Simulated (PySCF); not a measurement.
C4H11NSi, SMILES C[SiH2]N=C(C)C.

Geometry: B3LYP-D3(BJ)/def2-SVP. A frequency run showed that this geometry is not a minimum. The structure was generated by enumeration, and PubChem lists no compound with its InChIKey, so it may never have been made. Other conformers were not sampled.

All values below come from PBE/def2-TZVP in PySCF.

Isolated molecule, no solvent.

Computed frontier levels, gap, dipole moment and polarisability:
```
Quantity                                                                                                        Result
---------------------------------------------------------------------------------------------  -----------------------
highest occupied level                                                                                        -5.27 eV
lowest empty level                                                                                            -1.51 eV
orbital gap                                                                                                    3.76 eV
dipole moment                                                                                                   1.47 D
quadrupole, principal values (traceless, Buckingham form, about the centre of nuclear charge)   -3.84, -2.06, 5.90 D·Å
mean static polarisability                                                                       88.5 bohr³ (13.12 Å³)
polarisability, principal values                                                               67.7, 83.6, 114.3 bohr³
```
